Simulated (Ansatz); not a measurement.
Z-matrix (Å, degrees):
```
Si
C 1 1.870
H 1 1.488 2 111.3
H 1 1.490 2 109.6 3 118.4
H 1 1.485 2 109.5 3 -121.2
C 2 1.501 1 118.8 3 -57.1
C 2 1.334 1 119.1 3 122.8
Si 6 1.888 2 111.5 1 88.9
H 6 1.095 2 111.7 1 -32.3
H 6 1.096 2 111.0 1 -151.6
H 7 1.085 2 121.9 1 -1.4
H 7 1.089 2 121.8 1 178.5
H 8 1.486 6 109.2 2 64.5
H 8 1.486 6 110.6 2 -55.3
H 8 1.489 6 110.1 2 -175.7
```

Charge 0, multiplicity 1.

(1) List the B3LYP/def2-TZVPP orbital energies in eV (Ansatz 0.2.0). (Estimate.)

Answers

(1) Computed: Occupied: -1798.84, -1798.79, -277.11, -276.94, -276.92, -143.39, -143.35, -98.70, -98.70, -98.70, -98.66, -98.66, -98.65, -21.81, -19.01, -15.76, -14.50, -13.89, -12.42, -12.14, -10.80, -10.11, -9.49, -9.38, -9.36, -9.24, -8.53, -7.15. Lowest empty: -0.65, 0.24, 0.76, 0.93, 1.21, 1.35, 1.61, 1.83.

B3LYP here is the variant with VWN-RPA as its local correlation; programs differ in this.
